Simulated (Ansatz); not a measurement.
Consider the formal exchange of groups at the Se–Sn bond: `[Cl][Sn]([Cl])([Cl])[SeH]` + `[CH3][GaH][F]` → `[CH3][Ga]([F])[SeH]` + `[Cl][SnH]([Cl])[Cl]`.

Gas-phase electronic energies from Ansatz, PBE0-D4/def2-TZVP geometries. CBS: MP2 limit from def2 TZ/QZ plus the TZ coupled-cluster correction, frozen cores. Functionals use def2-TZVPP. HSE06 is defined as in plane-wave codes. def2 core potentials past Kr. For Ga, Se, Sn outer-core shells are correlated without core-valence functions, which leaves a few kJ/mol of doubt a bond. Scalar relativity is left out up to krypton. Each species was taken in one conformer, which may not be the lowest.

```
 level  ΔE (kcal/mol)
B2PLYP           -7.9
 HSE06           -8.4
```

(1) What does CCSD(T)/CBS give? (Best estimate.)

Largest T1 diagnostic among the species: 0.013.

Results:

(1) The calculation gave: -7.1 kcal/mol. The listed levels differ from it by -0.8, -1.3 kcal/mol.

In def2-TZVPP, CCSD(T) changes the Hartree–Fock value by +0.8 kcal/mol (the triples alone add +0.3 kcal/mol) and MP2 by +1.9 kcal/mol. From BLYP to BHLYP (50 % exact exchange), in def2-TZVPP and without D4, ΔE moves by −1.5 kcal/mol. The D4 term adds +1.3 kcal/mol with B3LYP and +0.7 kcal/mol with PBE0; it sums over pairs of atoms, weighted by their polarisabilities, and B3LYP, whose exchange is more repulsive, gets the larger term.

CCSD(T)/CBS has its own doubt, a few kJ/mol and more with outer-core shells, so smaller differences from it don't rank the levels.

B3LYP here is the variant with VWN-RPA as its local correlation; programs differ in this.
